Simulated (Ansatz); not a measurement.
Reaction (substitution at a C–C bond): `CBC(C)F` + `N=CS` → `C/N=C/S` + `CBCF`

Gas-phase electronic energies from Ansatz, PBE0-D4/def2-TZVP geometries. CCSD(T)/CBS is the MP2 limit (def2-TZVPP, def2-QZVPP) plus CCSD(T) − MP2 in def2-TZVPP, frozen cores. This one scheme is used for every species. One conformer a species, not always the lowest.

`CBC(C)F`:

Z-matrix (Å, degrees):
```
C
B 1 1.548
H 1 1.091 2 114.1
H 1 1.092 2 114.2 3 -128.9
H 1 1.103 2 104.9 3 116.0
C 2 1.566 1 123.3 3 -22.5
H 2 1.202 1 121.1 3 160.0
F 6 1.402 2 112.8 1 3.7
C 6 1.519 2 113.7 1 -120.1
H 6 1.103 2 107.3 1 120.1
H 9 1.092 6 110.3 2 -59.3
H 9 1.092 6 110.3 2 -179.3
H 9 1.093 6 111.0 2 60.8
```

`N=CS`:

```xyz
6

N    -0.891   -0.532   -0.294
C     0.297   -0.115   -0.228
S     0.834    1.082    0.926
H    -0.991   -1.226   -1.034
H     1.124   -0.442   -0.869
H    -0.373    1.233    1.499
```

`C/N=C/S`:

```xyz
9

C    -0.363   -1.391    0.354
N     0.136   -0.452   -0.614
C     0.226    0.753   -0.275
S     0.827    1.951   -1.406
H    -0.621   -0.933    1.320
H    -1.251   -1.887   -0.049
H     0.387   -2.169    0.522
H    -0.053    1.137    0.716
H     0.713    2.991   -0.566
```

`CBCF`:

Cartesian coordinates in Å:
```
C -0.723 -0.094 -1.162
B 0.080 0.599 -0.023
C 0.660 -0.245 1.149
F 1.358 0.465 2.114
H -0.246 0.121 -2.126
H -0.842 -1.176 -1.068
H -1.717 0.361 -1.239
H 0.256 1.784 -0.044
H 1.328 -1.023 0.748
H -0.154 -0.792 1.651
```

| species | HF/def2-QZVPP energy (Eh) |
| --- | --- |
| `CBC(C)F` | -242.48648 |
| `N=CS` | -491.63740 |
| `C/N=C/S` | -530.68086 |
| `CBCF` | -203.43213 |

Work out ΔE.

ΔE = (-530.68086) + (-203.43213) − (-242.48648) − (-491.63740) = 0.01089 Eh = +0.30 eV. CCSD(T)/CBS gives +0.37 eV.

Largest T1 diagnostic among the species: 0.014.

In def2-TZVPP, CCSD(T) changes the Hartree–Fock value by +0.06 eV (the triples alone add +0.00 eV) and MP2 by +0.05 eV.
